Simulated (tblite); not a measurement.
Species: C6H11OP.
Atom-mapped SMILES: `[CH3:1][C@@H:2]1[CH2:3][P@@:4]1(=[O:5])[CH:6]1[CH2:7][CH2:8]1` (hydrogens: H9, H10, H11 on C1; H12 on C2; H13, H14 on C3; H15 on C6; H16, H17 on C7; H18, H19 on C8)

Cartesian coordinates in Å at the GFN2-xTB level; atoms count from 1:
```
atom  x, y, z in Å
C1     2.6946   -0.2665   -0.8926
C2     1.2733    0.1739   -0.6647
C3     0.9483    0.8457    0.7133
P4     0.2353   -0.7984    0.4671
O5     0.7424   -1.9738    1.1882
C6    -1.5378   -0.7798    0.0852
C7    -2.2007    0.4419   -0.4654
C8    -2.4421    0.0508    0.9534
H9     2.7840   -0.8037   -1.8351
H10    3.3690    0.5898   -0.9190
H11    3.0033   -0.9320   -0.0874
H12    0.8179    0.6699   -1.5138
H13    0.3765    1.7618    0.6800
H14    1.7827    0.8938    1.4014
H15   -1.8823   -1.7576   -0.2302
H16   -2.9942    0.2977   -1.1835
H17   -1.5936    1.3123   -0.6619
H18   -1.9835    0.6430    1.7321
H19   -3.4028   -0.3594    1.2255
```

Method: GFN2-xTB as coded in tblite; computed harmonic values from a numerical Hessian at the method's own geometry, unscaled. This tight-binding method is rough: wavenumbers can miss measured ones by several per cent, in bad cases by 10 to 20. One conformer, not necessarily the lowest.

Harmonic wavenumbers (cm⁻¹): 57.6, 104.2, 134.9, 182.6, 188.6, 244.1, 292.5, 334.0, 370.1, 395.3, 597.7, 686.1, 727.4, 758.5, 803.0, 830.4, 896.0, 932.2, 961.0, 970.8, 991.9, 1011.9, 1025.4, 1068.2, 1070.8, 1078.0, 1098.8, 1121.4, 1146.2, 1160.6, 1195.6, 1268.6, 1294.0, 1334.0, 1393.6, 1410.0, 1432.9, 1480.2, 1485.6, 1489.1, 2995.6, 3017.2, 3025.4, 3027.1, 3028.3, 3048.8, 3069.1, 3079.5, 3088.9, 3091.7, 3106.6.

A = 3140, B = 1260, C = 1070 MHz; mass 130.055 u (most abundant isotopes); point group C1, symmetry number 1.

Task: What is the zero-point energy?

Result: Half the sum of the wavenumbers: 34301 cm⁻¹ = 410.33 kJ/mol.

Task: Give the ideal-gas entropy at 273.15 K and 1 bar in the rigid-rotor, harmonic-oscillator model (classical rotation).

Result: Translation 167.75, rotation 119.07, vibration 94.47: S = 381.3 J/(mol K).

Task: And Cp and H(273.15 K) − H(0)?

Result: Cp = 140.60 J/(mol K), of which vibrations give 107.34 (their classical limit is 51 R = 424.0); H(273.15 K) − H(0) = 23.36 kJ/mol without the zero-point energy, 14.28 from vibrations.

Task: Which modes carry the vibrational entropy at 273.15 K?

Result: 57.6 cm⁻¹: 18.26; 104.2 cm⁻¹: 13.41; 134.9 cm⁻¹: 11.33; 182.6 cm⁻¹: 8.95; 188.6 cm⁻¹: 8.70; 244.1 cm⁻¹: 6.77 J/(mol K); the other 45 give 27.04 together.

Task: How do the functions run with temperature in this model?

Result: 
```csv
T (K),S (J/(mol K)),Cp (J/(mol K)),H − H(0) (kJ/mol),G − H(0) (kJ/mol),ln q(vib)
50,238.5,49.6,1.95,-9.98,0.29
100,280.4,73.0,5.03,-23.00,1.19
298.15,394.1,151.7,27.02,-90.48,5.65
373.15,431.7,184.6,39.64,-121.45,7.40
500,492.7,232.9,66.24,-180.12,10.41
750,600.6,298.5,133.34,-317.15,16.32
1000,692.7,340.7,213.59,-479.11,21.94
```

q(vib) and H(0) count from the zero-point level.

Task: What must be added to the electronic energy to get the Gibbs energy at 273.15 K and 1 bar?

Result: ZPE + [H(273.15 K) − H(0)] − T·S = 410.33 + 23.36 − 104.15 = 329.54 kJ/mol.

Hindered rotation and anharmonicity are outside this model. Other conformers, if any are populated, would add a mixing term that is left out. The structure is chiral; the term R ln 2 for an equal mix with its mirror image is left out.
